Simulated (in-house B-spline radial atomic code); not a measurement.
OLYP excitations of Br⁵⁺

Method: OLYP. Computed with an all-electron radial atomic-structure program (B-spline basis): linear response of the closed shell [Ar] 3d10 4s2 with the functional's adiabatic kernel; scalar-relativistic (spin-free one-electron X2C), finite nucleus, no spin-orbit coupling, no double excitations, S, P, D and F terms only; shells from n = 2 respond. Only terms of natural parity with L up to 3 were computed.

Command:
```bash
python run_td.py task.json out
```
Settings (radii: box in bohr, nucleus in fm):
```
Z                        35
electrons                30
configuration            [Ar] 3d10 4s2
hamiltonian              x2c
method                   optx,lyp
box_radius               16.35
rms_radius               4.1629
intervals                71
```

Time taken, with all properties: 1.5 s on 1 thread of Arm Neoverse N1 (shared host).

The lowest states, in the order of their Tamm-Dancoff energies; the method's threshold (minus the highest occupied level) is 80.54 eV. Labels give the largest channel, * marks a mixed state, and oscillator strengths are full-response dipole values. Semilocal kernels can invert the small singlet-triplet splittings of Rydberg terms. Energies in eV:

```
     state  full response  Tamm-Dancoff  oscillator strength
4s → 4p 3P         12.562        12.927                    -
4s → 4p 1P              ?             ?                    ?
4s → 4d 3D          35.65         35.78                    -
4s → 4d 1D          37.92         37.96                    -
4s → 5s 3S          43.24         43.26                    -
4s → 5s 1S          44.46         44.53                    -
4s → 5p 3P          48.67         48.70                    -
4s → 5p 1P          49.29         49.35               0.0622
4s → 4f 3F          53.14         53.20                    -
4s → 4f 1F          53.97         53.99                    -
4s → 5d 3D          57.17         57.19                    -
4s → 5d 1D          57.62         57.63                    -
4s → 6s 3S          60.27         60.28                    -
4s → 6s 1S              ?             ?                    -
4s → 6p 3P          62.64         62.65                    -
4s → 6p 1P          62.87         62.88               0.0275
```

Where does 4s → 6s 1S lie?

At 60.65 eV in full response, 60.68 eV in Tamm-Dancoff.

Where does 4s → 4p 1P lie?

At 18.737 eV in full response, 19.340 eV in Tamm-Dancoff, oscillator strength 1.58.

How large is the singlet-triplet splitting of 4s → 4p (P terms) in Tamm-Dancoff?

6.41 eV, from the unrounded values.

What polarisabilities and dispersion coefficient does the method give?

Dipole 3.689 bohr³, quadrupole 4.969 bohr⁵, C6 8.332 hartree·bohr⁶ for two such species.
